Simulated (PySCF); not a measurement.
# Oxygen: a sound run and one with changed settings

Sound run: O²⁺ [He] 2s2 2p2, O³⁺ [He] 2s2 2p1. All numbers are calculated (PySCF 2.14, the spin-free X2C one-electron Hamiltonian (Gaussian nucleus), in x2c-SVPall). In the sound run the correlated levels freeze 1s2. The sound run starts from symmetry-adapted Hartree-Fock orbitals and uses a fine grid where one is needed.

Changed run: basis STO-3G, all-electron and non-relativistic. This setting is unsound on purpose.

| species | method | sound run (hartree) | changed run (hartree) | converged |
| --- | --- | --- | --- | --- |
| O²⁺ | UHF | -73.05232 | -72.10797 | yes |
| O²⁺ | M06-2X | -73.22815 | -72.27327 | yes |
| O²⁺ | M06-L | -73.23551 | -72.24471 | yes |
| O²⁺ | MP2 | -73.10718 | -72.11973 | yes |
| O²⁺ | CCSD(T) | -73.13052 | -72.12986 | yes |
| O³⁺ | UHF | -71.03918 | -70.03453 | yes |
| O³⁺ | M06-2X | -71.19534 | -70.18154 | yes |
| O³⁺ | M06-L | -71.20125 | -70.14817 | yes |
| O³⁺ | MP2 | -71.08940 | -70.05893 | yes |
| O³⁺ | CCSD(T) | -71.12248 | -70.07898 | yes |

Ionisation energy of O²⁺:

```json
{"method": "UHF", "sound run (eV)": "54.780", "changed run (eV)": "56.421"}
{"method": "M06-2X", "sound run (eV)": "55.316", "changed run (eV)": "56.919"}
{"method": "M06-L", "sound run (eV)": "55.355", "changed run (eV)": "57.050"}
{"method": "MP2", "sound run (eV)": "54.907", "changed run (eV)": "56.077"}
{"method": "SCS-MP2", "sound run (eV)": "54.804", "changed run (eV)": "56.008"}
{"method": "CCSD", "sound run (eV)": "54.638", "changed run (eV)": "55.807"}
{"method": "CCSD(T)", "sound run (eV)": "54.642", "changed run (eV)": "55.807"}
```

A minimal basis cannot let orbitals breathe on ionisation and holds almost no correlation. The Hamiltonian changed with the basis, so the totals do not compare.

For comparison, NIST gives 54.936 eV between the lowest levels.
